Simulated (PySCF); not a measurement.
Species: C7H5FO.
Cartesian coordinates in Å at the PBE0-D3(BJ)/def2-TZVP level; atoms count from 1:
```
atom  x, y, z in Å
O1     2.9496   -1.1182   -0.4598
C2     2.3159   -0.1535   -0.1984
F3     2.9398    1.0230    0.0196
C4     0.8544   -0.0427   -0.0691
C5     0.2307    1.1649    0.2324
C6    -1.1488    1.2154    0.3398
C7    -1.9032    0.0666    0.1481
C8    -1.2808   -1.1386   -0.1517
C9     0.0961   -1.1956   -0.2609
H10    0.8274    2.0552    0.3802
H11   -1.6374    2.1536    0.5735
H12   -2.9829    0.1100    0.2330
H13   -1.8727   -2.0337   -0.3004
H14    0.6049   -2.1227   -0.4945
```

Level: wB97X-D/pcSseg-2 in PySCF, non-relativistic, on one gas-phase PBE0-D3(BJ)/def2-TZVP geometry that isn't relaxed in the solvent. The solvent is an IEF-PCM continuum (cavity from Bondi-type radii × 1.2). Only the electrostatic response of the medium enters.

Gas phase at wB97X-D/pcSseg-2: HOMO -9.76 eV, LUMO -0.23 eV, dipole 3.95 D.

What does the continuum do to the energy, the frontier levels and the dipole at wB97X-D/pcSseg-2 in chloroform?

| solvent | ε | E(solvent) − E(gas) (kcal/mol) | polarisation term (kcal/mol) | distortion of the solute (kcal/mol) | HOMO (eV) | LUMO (eV) | dipole (D) |
| --- | --- | --- | --- | --- | --- | --- | --- |
| chloroform | 4.711 | -3.63 | -4.06 | 0.43 | -9.58 | -0.16 | 4.75 |

The first energy column is the sum of the next two and covers electrostatics alone.

Which radius a makes the point-dipole formula ΔE = −[(ε − 1)/(2ε + 1)]·μ²/a³ give the value in chloroform, with the gas-phase dipole?

μ = 1.554 au and |ΔE| = 0.00578 Eh give a = 2.80 Å; the farthest nucleus lies 3.19 Å from the centroid of the nuclei, so such a sphere wouldn't even hold the nuclei. The formula assumes a rigid point dipole at the centre of a sphere.

Give the dipole vector in the frame of the coordinates (D, pointing from negative to positive charge), gas and chloroform.

Gas (-3.84, 0.80, 0.45), solvent (-4.60, 1.02, 0.55). Its length changes by +20 % and its direction by less than 1°.

The pairwise dispersion term of wB97X-D wasn't added to the energies; at a given geometry it leaves orbitals and properties as they are.
